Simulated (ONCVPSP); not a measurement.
## Before and after: ONCV potential for tellurium

- Element: tellurium (Te)
- Generator: ONCVPSP 4.0.1
- Type: optimised norm-conserving Vanderbilt (ONCV)
- Functional: PBEsol
- Relativity: scalar-relativistic
- Frozen core: [Kr]
- Valence charge: 16
- Reference configuration: 4d10 5s2 5p4
- Partial waves: 5s: rc 1.85 bohr, ncon 3, nbas 8, qcut 3.4 1/bohr, 1 projector; 5p: rc 1.70 bohr, ncon 4, nbas 7, qcut 5.7 1/bohr, 2 projectors, debl 3.6 Ha; 4d: rc 1.35 bohr, ncon 4, nbas 9, qcut 10.4 1/bohr, 2 projectors, debl 1.9 Ha
- Local potential: polynomial inside 1.30 bohr (lpopt 5, dvloc0 0 Ha)
- Core correction: Teter function, fcfact 3.25, rcfact 1.65

All-electron outer shells of the reference configuration (PBEsol, scalar-relativistic, ld1.x):

| shell | level (eV) | outermost node (bohr) | outermost maximum (bohr) |
| --- | --- | --- | --- |
| 4s | -164.15 | 0.38 | 0.70 |
| 4p | -114.23 | 0.38 | 0.74 |
| 4d | -41.59 | 0.36 | 0.81 |
| 5s | -15.15 | 0.91 | 1.80 |
| 5p | -5.97 | 1.00 | 2.17 |

Change: s: qcut 2.3; p: qcut 3.9; d: qcut 7.1.

Cutoffs: the cutoffs (Ha) at which the residual kinetic energy of the hardest occupied pseudo-wave falls to 1 and 0.1 mHa per electron; they do not see the model core or the augmentation charge, which bear on the density cutoff. Errors are all-electron minus pseudo energies relative to the spin-unpolarised reference configuration.

**Question.** Predict the effect on cutoff, ghosts and configuration errors.

**Answer.** The potential gets harder (43 Ha and 56 Ha → 157 Ha and 180 Ha); the bound ghosts move from p, s to s; of the 4 tests that both files solve, the error grows in 1 and shrinks in 3 by more than 15 % and 0.3 meV (median size 3.1 → 2.2 meV).

```csv
quantity,base,changed
"cutoff, loose",43 Ha,157 Ha
"cutoff, tight",56 Ha,180 Ha
loose cutoff by channel,"s 15 Ha, p 16 Ha, d 43 Ha","s 54 Ha, p 34 Ha, d 157 Ha"
bound ghosts,"s, p",s
GHOST(+) flags under 300 eV,p at 198.3 eV,p at 95.7 eV
"error for 4d10 5s2 5p3, meV [ΔE 9.75 eV]",-2.0,-1.5
"error for 4d10 5s2 5p2, meV [ΔE 27.72 eV]",-3.9,-1.5
"error for 4d10 5s2 5p1, meV [ΔE 54.68 eV]",-2.3,+2.8
"error for 4d9 5s2 5p5, meV [ΔE 38.18 eV]",-343,-186
s: phases at 1.87 bohr within 0.05 rad from the reference energy up to (Ha; the scan ends near 5),1.8,1.6
p: phases at 1.72 bohr within 0.05 rad from the reference energy up to (Ha; the scan ends near 5),to the end of the scan,to the end of the scan
d: phases at 1.37 bohr within 0.05 rad from the reference energy up to (Ha; the scan ends near 5),to the end of the scan,to the end of the scan
"rms error of d²Exc/dni dnj with the model core, mHa",0.19,0.45
```

 A true bound ghost makes a file unfit for plane-wave use even where its test errors are small: the radial tests pick states by their node count and pass the ghost by.
